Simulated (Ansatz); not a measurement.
This geometry of F2GeH2O2 + H5NSi (14 atoms, charge 0, multiplicity 1) is a first-order saddle point.

The calculation used RHF/def2-SVP (Ansatz).

```xyz
14
Properties=species:S:1:pos:R:3
Ge 0.219 -0.340 -0.339
F -0.902 -1.139 1.518
F 1.336 0.030 -1.581
O 0.060 1.156 0.496
H -0.513 1.088 1.248
O -1.075 -1.108 -1.177
H -1.764 -1.388 -0.589
N 1.197 -1.619 0.687
H 1.244 -2.490 0.177
Si 2.751 -1.250 1.515
H 2.999 -2.339 2.479
H 3.830 -1.197 0.513
H 2.576 0.042 2.196
H 0.222 -1.615 1.360
```

Question: Which two structures does it join? (They come from a converged band through this point; their orientation in space is the band's.)

Answer: Bonds broken: Ge1–F2, N8–H14. Bonds formed: Ge1–N8, F2–H14. F2GeH2O2 + H5NSi becomes FGeH6NO2Si + FH.

First end point:

```xyz
14
Properties=species:S:1:pos:R:3
Ge -0.527 0.807 0.142
F -0.755 0.317 1.761
F 0.681 1.993 0.258
O -1.952 1.536 -0.478
H -2.407 1.079 -1.171
O -0.034 -0.546 -0.781
H 0.479 -1.197 -0.297
N 1.300 -2.264 1.186
H 0.869 -3.164 1.058
Si 3.052 -2.245 1.227
H 3.627 -2.963 2.391
H 3.532 -2.899 -0.009
H 3.487 -0.834 1.278
H 0.827 -1.793 1.939
```

Last end point:

```xyz
14
Properties=species:S:1:pos:R:3
Ge 0.379 -0.436 -0.469
F -0.740 -0.626 2.603
F 1.537 0.054 -1.627
O -0.142 1.041 0.255
H -0.567 0.960 1.100
O -0.856 -1.336 -1.282
H -1.318 -0.926 -1.998
N 1.104 -1.592 0.727
H 0.839 -2.539 0.501
Si 2.697 -1.444 1.471
H 3.765 -1.997 0.611
H 2.927 -0.006 1.707
H 2.684 -2.184 2.750
H -0.129 -1.139 2.155
```

Question: How far does it lie above each of them?

Answer: 1.21 eV above the first and 0.79 eV above the second. This is the barrier of this one path; another mechanism may lie lower. The orbitals stay closed-shell, which can raise the energy where a bond breaks towards radicals; this wasn't checked here.

The run took 12 min on 4 threads of Arm Neoverse V2, on a shared host, peak memory 0.53 GiB.
